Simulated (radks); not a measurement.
The table gives one normalised radial function P(r) = r R(r) (large component) of Br28+ in [He] 2s2 2p3 (r in bohr). Calculated with a radial shooting solver on a logarithmic mesh with Libxc functionals: Dirac Kohn-Sham, PBE, spin-unpolarised, spherical densities, finite nucleus; open shells are shared between the two j in proportion to 2j + 1; Fermi nuclear charge, rms radius 4.1629 fm.

r           P
0.001999   0.0054
0.002481   0.0075
0.003079   0.0106
0.003821   0.0150
0.004743   0.0213
0.005934   0.0310
0.007364   0.0445
0.00914    0.0638
0.01134    0.0914
0.01408    0.1303
0.01761    0.1866
0.02186    0.2606
0.02713    0.3581
0.03367    0.4816
0.04179    0.6295
0.05186    0.7923
0.06489    0.9532
0.08053    1.0606
0.09995    1.0639
0.124      0.8979
0.154      0.5127
0.1911    -0.0866
0.239     -0.8273
0.2967    -1.4512
0.3682    -1.7549
0.457     -1.6169
0.5672    -1.1403
0.7039    -0.5983
0.8806    -0.2125
1.093     -0.0511
1.356     -0.0074

Which n and l does it have? It may be an empty orbital.

Answer. n = 3, l = 1: the number of nodes gives n - l - 1 = 1, the rise at small r points to l (for j = l - 1/2 the large component starts outside the nucleus as r^gamma with gamma = sqrt(l^2 - (Z/c)^2) = 0.97 and the r^(l+1) term takes over further out; the orbital of l - 1 with the same j starts with the same power, but with a larger coefficient, and does not steepen), and the extent must fit the shell. The curve is that of 3p1/2; the two j differ most near the nucleus, where j = l - 1/2 has the larger amplitude, and in heavy atoms j = l - 1/2 is also the more compact. 3p1/2 (empty): eigenvalue -1313.8 eV, 1 radial node at r = 0.186 bohr, <r> = 0.404 bohr, 90 % of the charge inside 0.596 bohr.
